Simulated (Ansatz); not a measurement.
Al(NH3)F3 (AlNF₃H₃), relaxed as a singlet with RKS r2SCAN-D4/def2-SVP in Ansatz, starting from the GFN2-xTB geometry. Force threshold 0.02 eV/Å.

Start:

```xyz
8

Al   -0.782    0.227   -0.666
N     0.727   -0.211    0.618
H     0.500    0.116    1.553
H     1.589    0.236    0.319
H     0.878   -1.216    0.655
F    -0.117   -0.361   -2.054
F    -0.816    1.863   -0.471
F    -1.980   -0.654    0.046
```

Problem. Estimate the energy that the relaxation releases and the steps that it takes.

Solution. 1.4 kcal/mol, in 19 steps; 47 s on 4 threads of Intel Xeon on a shared host. The force fell under the threshold at step 4, but the optimiser went on and released 0.029 eV more. No frequencies were taken in this run, so the end may be a saddle point.

Problem. Does the start keep its bonding and symmetry?

Solution. By distances, no bond broke or formed. The bond that changes most is Al1–N2, from 2.03 to 2.01 Å (atoms count from 1). Point group Cs at the start, C3 at the end, both within 0.05 Å.

Problem. Predict the relaxed structure.

Solution. 
```xyz
8

Al   -0.7644    0.2220   -0.6501
N     0.7269   -0.2111    0.6182
H     0.9056    0.5713    1.2527
H     1.5923   -0.4099    0.1101
H     0.4976   -1.0315    1.1849
F     0.0162    0.0122   -2.1106
F    -1.0990    1.7919   -0.1917
F    -1.8753   -0.9449   -0.2135
```
Bond lengths: 3 × Al–F 1.67 Å; 1 × Al–N 2.01 Å; 3 × H–N 1.02 Å.
